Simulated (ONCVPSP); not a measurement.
erbium: ONCV pseudisation with PBE, scalar-relativistic reference atom.

The input file (ONCVPSP 4.0.1):

```
# ATOM AND REFERENCE CONFIGURATION
# atsym  z   nc   nv     iexc    psfile
  Er 68.00    9    4        4      upf
#
#   n    l    f
    1    0    2.00
    2    0    2.00
    2    1    6.00
    3    0    2.00
    3    1    6.00
    3    2   10.00
    4    0    2.00
    4    1    6.00
    4    2   10.00
    4    3   12.00
    5    0    2.00
    5    1    6.00
    6    0    2.00
#
# PSEUDOPOTENTIAL AND OPTIMIZATION
# lmax
    3
#
#   l,   rc,      ep,       ncon, nbas, qcut
    0    1.75    0.00    4    9    6.10
    1    1.40    0.00    4    8    5.00
    2    1.65    0.32    4    7    6.00
    3    1.35    0.00    3    7   11.90
#
# LOCAL POTENTIAL
# lloc, lpopt,  rc(5),   dvloc0
    4    2    1.15    0.00
#
# VANDERBILT-KLEINMAN-BYLANDER PROJECTORs
# l, nproj, debl
    0    2    2.10
    1    2    2.00
    2    2    0.90
    3    2    1.80
#
# MODEL CORE CHARGE
# icmod, fcfact, rcfact
    0    0.00    0.00
#
# LOG DERIVATIVE ANALYSIS
# epsh1, epsh2, depsh
   -3.00    5.00    0.02
#
# OUTPUT GRID
# rlmax, drl
    6.00    0.01
#
# TEST CONFIGURATIONS
# ncnf
    4
# nvcnf
#   n    l    f
    4
    4    3   12.00
    5    0    2.00
    5    1    6.00
    6    0    1.00
#
    4
    4    3   12.00
    5    0    2.00
    5    1    6.00
    6    0    0.00
#
    4
    4    3   11.00
    5    0    2.00
    5    1    6.00
    6    0    0.00
#
    5
    4    3   11.00
    5    0    2.00
    5    1    6.00
    6    0    1.00
    5    2    1.00
#
```

Command:

```bash
oncvpsp.x < Er.dat > Er.out
```

Output (shortened: citation, most of the input echo, consistency checks and plot data are left out):

```
ONCVPSP  (Optimized Norm-Conservinng Vanderbilt PSeudopotential)
scalar-relativistic version 4.0.1

#   n    l    f        energy (Ha)
    1    0    2.00    -2.1085700E+03
    2    0    2.00    -3.5422781E+02
    2    1    6.00    -3.1327089E+02
    3    0    2.00    -7.9368619E+01
    3    1    6.00    -6.6912222E+01
    3    2   10.00    -5.1332466E+01
    4    0    2.00    -1.5655450E+01
    4    1    6.00    -1.1559801E+01
    4    2   10.00    -6.0764935E+00
    4    3   12.00    -1.1525825E-01
    5    0    2.00    -1.9058635E+00
    5    1    6.00    -9.6958197E-01
    6    0    2.00    -1.4079523E-01

Reference configufation results
  iterations    36
  all-electron total energy (Ha)   -1.30863697D+04

Begin loop to  construct optimized pseudo wave functions
and semi-local pseudopoentials for all angular momenta

Calculating optimized projector #   1

 for l=   0

    Fraction of norm inside rc  0.880370
    Optimizing pswf for qcut=   6.11 a_B^-1,  ecut=  18.67 Ha
    Residual kinetic energy error=  5.23D-05 Ha

    Energy error per electron        Cutoff
         Ha          eV             Ha
         0.01000     0.27211       11.55
         0.00100     0.02721       15.05
         0.00010     0.00272       17.70
         0.00001     0.00027       62.38

Calculating optimized projector #   2

 for l=   0

    Fraction of norm inside rc  0.034884
    Optimizing pswf for qcut=   6.11 a_B^-1,  ecut=  18.67 Ha
    Residual kinetic energy error=  1.59D-05 Ha

    Energy error per electron        Cutoff
         Ha          eV             Ha
         0.01000     0.27211        7.88
         0.00100     0.02721       12.96
         0.00010     0.00272       16.30
         0.00001     0.00027       20.53

   Wellstate for l =  1  n =  6
     eigenvalue =   1.0304
     asymptotic potential =   1.5304
     half-point radius =  2.6440

Calculating optimized projector #   1

 for l=   1

    Fraction of norm inside rc  0.479697
    Optimizing pswf for qcut=   5.00 a_B^-1,  ecut=  12.52 Ha
    Residual kinetic energy error=  1.17D-02 Ha

    Energy error per electron        Cutoff
         Ha          eV             Ha
         0.01000     0.27211       13.35
         0.00100     0.02721       83.50
         0.00010     0.00272      104.07
         0.00001     0.00027      136.49

Calculating optimized projector #   2

 for l=   1

    Fraction of norm inside rc  0.134895
    Optimizing pswf for qcut=   5.00 a_B^-1,  ecut=  12.52 Ha
    Residual kinetic energy error=  8.86D-03 Ha

    Energy error per electron        Cutoff
         Ha          eV             Ha
         0.01000     0.27211       11.90
         0.00100     0.02721       32.72
         0.00010     0.00272      120.43
         0.00001     0.00027      144.27

WARNING wellstate: moderately localized bound state found for n= 5 l=  2
WARNING scattering state with energy  0.05000000
WARNING will be used for the first projector

   Wellstate for l =  2  n =  5
     eigenvalue =   0.0500
     asymptotic potential =   0.5500
     half-point radius =  4.0140

   Wellstate for l =  2  n =  6
     eigenvalue =   0.9500
     asymptotic potential =   1.4500
     half-point radius =  3.9589

Calculating optimized projector #   1

 for l=   2

    Fraction of norm inside rc  0.246595
    Optimizing pswf for qcut=   6.01 a_B^-1,  ecut=  18.03 Ha
    Residual kinetic energy error=  1.49D-05 Ha

    Energy error per electron        Cutoff
         Ha          eV             Ha
         0.01000     0.27211        7.05
         0.00100     0.02721        9.68
         0.00010     0.00272       11.85
         0.00001     0.00027       20.28

Calculating optimized projector #   2

 for l=   2

    Fraction of norm inside rc  0.169036
    Optimizing pswf for qcut=   6.01 a_B^-1,  ecut=  18.03 Ha
    Residual kinetic energy error=  1.10D-04 Ha

    Energy error per electron        Cutoff
         Ha          eV             Ha
         0.01000     0.27211        7.71
         0.00100     0.02721       10.52
         0.00010     0.00272       24.38
         0.00001     0.00027       79.89

   Wellstate for l =  3  n =  6
     eigenvalue =   1.6847
     asymptotic potential =   2.1847
     half-point radius =  4.2894

Calculating optimized projector #   1

 for l=   3

    Fraction of norm inside rc  0.876381
    Optimizing pswf for qcut=  11.92 a_B^-1,  ecut=  70.99 Ha
    Residual kinetic energy error=  8.91D-05 Ha

    Energy error per electron        Cutoff
         Ha          eV             Ha
         0.01000     0.27211       56.23
         0.00100     0.02721       63.45
         0.00010     0.00272       71.26

Calculating optimized projector #   2

 for l=   3

    Fraction of norm inside rc  0.047369
    Optimizing pswf for qcut=  11.92 a_B^-1,  ecut=  70.99 Ha
    Residual kinetic energy error=  4.11D-05 Ha

    Energy error per electron        Cutoff
         Ha          eV             Ha
         0.01000     0.27211       51.75
         0.00100     0.02721       61.37
         0.00010     0.00272       68.37
         0.00001     0.00027      113.45

Construct Vanderbilt / Kleinmman-Bylander projectors

B matrix Hermiticity error, ll=   0
   1   2    1.5185E-04

  Orthonormal projector coefficients  8.7023E+00  1.5586E+00

B matrix Hermiticity error, ll=   1
   1   2    3.0270E-04

  Orthonormal projector coefficients  9.1224E+00  3.5483E+00

B matrix Hermiticity error, ll=   2
   1   2    6.8146E-05

  Orthonormal projector coefficients  3.5376E+00  1.1174E+00

B matrix Hermiticity error, ll=   3
   1   2   -3.1293E-04

  Orthonormal projector coefficients -1.8637E+01 -5.9534E+00

Pseudoatom total energy -180.016675

Diagnostic tests using Vanderbilt-Kleinman-Bylander pseudopotentials
  1 or more projectors used as specified by nproj input data

   l    rcore       rmatch      e in        delta e   norm test  slope test

   0   1.7550164   1.8083025  -1.9058635  -0.0000010   1.0001485   1.0001505
   0   1.7550164   1.8083025  -0.1407952   0.0000024   1.0000423   1.0000368

   1   1.4065523   1.4492583  -0.9695820  -0.0000095   1.0001107   1.0001474
   1   1.4065523   1.4492583   1.0304180   0.0000052   1.0003790   1.0003790

   2   1.6531086   1.7033005   0.0500000   0.0000119   1.0001489   1.0001489
   2   1.6531086   1.7033005   0.9500000   0.0000148   1.0002062   1.0002062

   3   1.3569630   1.3981634  -0.1152583  -0.0000624   1.0002729   1.0002126
   3   1.3569630   1.3981634   1.6847417  -0.0001115   1.0005471   1.0005471

 Testing for bound ghosts
   n   l    E NL Schr. Eq   E Basis Diag.   E Cutoff

   1   0       -1.905864       -1.905861    113.61
   2   0       -0.140793       -0.043890    113.61

   2   1       -0.969591       -0.967289    152.44

   3   2       -0.033601        0.026510     93.82

   4   3       -0.115321       -0.113417    161.09

 Testing for highly-localized positive-energy ghosts
       l    <radius>/rc     E Basis Diag.   E Cutoff

Test configuration 0

   n   l     f        eae           eps        diff
   1   0  2.0000-2108.56997619
   2   0  2.0000 -354.22780503
   2   1  6.0000 -313.27089243
   3   0  2.0000  -79.36861949
   3   1  6.0000  -66.91222212
   3   2 10.0000  -51.33246577
   4   0  2.0000  -15.65544984
   4   1  6.0000  -11.55980146
   4   2 10.0000   -6.07649350
   4   3 12.0000   -0.11525825   -0.11532060   -6.24D-05
   5   0  2.0000   -1.90586348   -1.90586445   -9.70D-07
   5   1  6.0000   -0.96958197   -0.96959144   -9.47D-06
   6   0  2.0000   -0.14079523   -0.14079284    2.39D-06

    Total energies and differences
      AE_ref= -1.30863697D+04  AE_tst= -1.30863697D+04  dif=  0.00D+00
      PS_ref= -1.80016675D+02  PS_tst= -1.80016675D+02  dif= -3.11D-09
      PSP excitation error=  3.11D-09

Test configuration 1

   n   l     f        eae           eps        diff
   1   0  2.0000-2108.81267531
   2   0  2.0000 -354.46951302
   2   1  6.0000 -313.51273759
   3   0  2.0000  -79.60899947
   3   1  6.0000  -67.15262835
   3   2 10.0000  -51.57299506
   4   0  2.0000  -15.89635261
   4   1  6.0000  -11.80091098
   4   2 10.0000   -6.31788778
   4   3 12.0000   -0.35717250   -0.35766239   -4.90D-04
   5   0  2.0000   -2.15041542   -2.14993387    4.82D-04
   5   1  6.0000   -1.21359491   -1.21327161    3.23D-04
   6   0  1.0000   -0.33288333   -0.33280754    7.58D-05

    Total energies and differences
      AE_ref= -1.30863697D+04  AE_tst= -1.30861342D+04  dif=  2.35D-01
      PS_ref= -1.80016675D+02  PS_tst= -1.79782062D+02  dif=  2.35D-01
      PSP excitation error=  8.73D-04

Test configuration 2

   n   l     f        eae           eps        diff
   1   0  2.0000-2109.09845160
   2   0  2.0000 -354.75338343
   2   1  6.0000 -313.79680787
   3   0  2.0000  -79.89071923
   3   1  6.0000  -67.43438579
   3   2 10.0000  -51.85494456
   4   0  2.0000  -16.17887930
   4   1  6.0000  -12.08374539
   4   2 10.0000   -6.60113079
   4   3 12.0000   -0.64079225   -0.64214094   -1.35D-03
   5   0  2.0000   -2.43733298   -2.43627710    1.06D-03
   5   1  6.0000   -1.49837170   -1.49763311    7.39D-04

    Total energies and differences
      AE_ref= -1.30863697D+04  AE_tst= -1.30856947D+04  dif=  6.75D-01
      PS_ref= -1.80016675D+02  PS_tst= -1.79342707D+02  dif=  6.74D-01
      PSP excitation error=  1.03D-03

Test configuration 3

psatom: WARNING lschvkbb convergence error n,l,iter=   4   3   3
ea(ii),et,emin,emax -1.153206E-01 -1.268527E-01 -1.268527E-01 -1.268527E-01
run_config: WARNING for fully non-local PS atom, stg. 1
 WARNING no output for configuration 4

Test configuration 4

psatom: WARNING lschvkbb convergence error n,l,iter=   4   3   3
ea(ii),et,emin,emax -1.153206E-01 -1.268527E-01 -1.268527E-01 -1.268527E-01
run_config: WARNING for fully non-local PS atom, stg. 1
 WARNING no output for configuration 5
```

The run took about 5.7 s on one core of a shared server CPU.
